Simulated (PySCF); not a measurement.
FSn, charge +1, multiplicity 1. Atoms are numbered in the order given.

```xyz
2

Sn     0.0000     0.0000    -0.2858
F      0.0000     0.0000     1.5878
```
Charge +1, spin multiplicity 1.

The structure is a stationary point at PBE0-D3(BJ)/def2-TZVP. The multiplicity is an assumed one; other spin states were not compared. The def2 effective core potentials stand for the cores of Sn; spin–orbit coupling is left out.

The numbers are results of IEF-PCM-M06-2X/def2-TZVPD run with PySCF, not measurements.

The values are the electrostatic part of the solvation free energy, E(continuum) − E(gas) at the gas-phase geometry, in a cavity of scaled van der Waals radii (PySCF's table); cavitation and dispersion terms are not included. A continuum can't describe solvent molecules that bind to the metal. In vacuum the orbital gap is 9.10 eV.

Computed values in water (ε = 78.36), chlorobenzene (ε = 5.70), benzene (ε = 2.27):
```json
[
 {"solvent": "water", "ε": "78.36", "ΔG(elec) (kcal/mol)": "-70.2", "gap (eV)": "9.31"},
 {"solvent": "chlorobenzene", "ε": "5.70", "ΔG(elec) (kcal/mol)": "-58.0", "gap (eV)": "9.26"},
 {"solvent": "benzene", "ε": "2.27", "ΔG(elec) (kcal/mol)": "-38.8", "gap (eV)": "9.20"}
]
```
